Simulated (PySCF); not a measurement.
H3Zr, SMILES [ZrH3+] (connectivity only; charge and spin as stated), charge +1, multiplicity 1.

Coordinates come from a PBE0-D3(BJ)/def2-TZVPD optimisation. A frequency run showed that this geometry is not a minimum. The spin state was assumed, not searched. The def2 effective core potentials stand for the cores of Zr; spin–orbit coupling is left out.

Calculation: TDA-B3LYP/def2-TZVPD in PySCF 2.14.0.

Vertical excitations; the highest root listed may be one member of a degenerate set. Isolated molecule, no solvent. State labels are in the subgroup C2v.

Computed excitation energies, oscillator strengths and character:
| state | symmetry | energy (eV) | λ (nm) | f | main pairs |
|---|---|---|---|---|---|
| S1 | B1 | 2.73 | 455 | 0.005 | HOMO−1→LUMO (degenerate set) |
| S2 | A1 | 2.73 | 454 | 0.005 | HOMO→LUMO (degenerate set) |
| S3 | A2 | 2.88 | 430 | 0.000 | HOMO−1→LUMO+2 50 %, HOMO→LUMO+1 50 % |
| S4 | B2 | 2.96 | 419 | 0.018 | HOMO−1→LUMO+1 50 %, HOMO→LUMO+2 50 % |
| S5 | A2 | 3.25 | 381 | 0.000 | HOMO→LUMO+1, HOMO−1→LUMO+2 (degenerate set) |
| S6 | B2 | 3.25 | 381 | 0.000 | HOMO→LUMO+2, HOMO−1→LUMO+1 (degenerate set) |
| S7 | A1 | 3.83 | 324 | 0.000 | HOMO−2→LUMO 97 % |
| S8 | A2 | 3.98 | 311 | 0.000 | HOMO−2→LUMO+1 (degenerate set) |
| S9 | B2 | 3.98 | 311 | 0.000 | HOMO−2→LUMO+2 (degenerate set) |
| S10 | B1 | 5.01 | 248 | 0.000 | HOMO→LUMO+3 50 %, HOMO−1→LUMO+4 50 % |
| T1 | B2 | 2.47 | 502 | 0 | HOMO−1→LUMO+1 50 %, HOMO→LUMO+2 50 % |
| T2 | B1 | 2.48 | 500 | 0 | HOMO−1→LUMO (degenerate set) |
| T3 | A1 | 2.48 | 500 | 0 | HOMO→LUMO (degenerate set) |
| T4 | A2 | 2.59 | 480 | 0 | HOMO−1→LUMO+2 48 %, HOMO→LUMO+1 48 % |
Triplets are in the Tamm–Dancoff approximation.
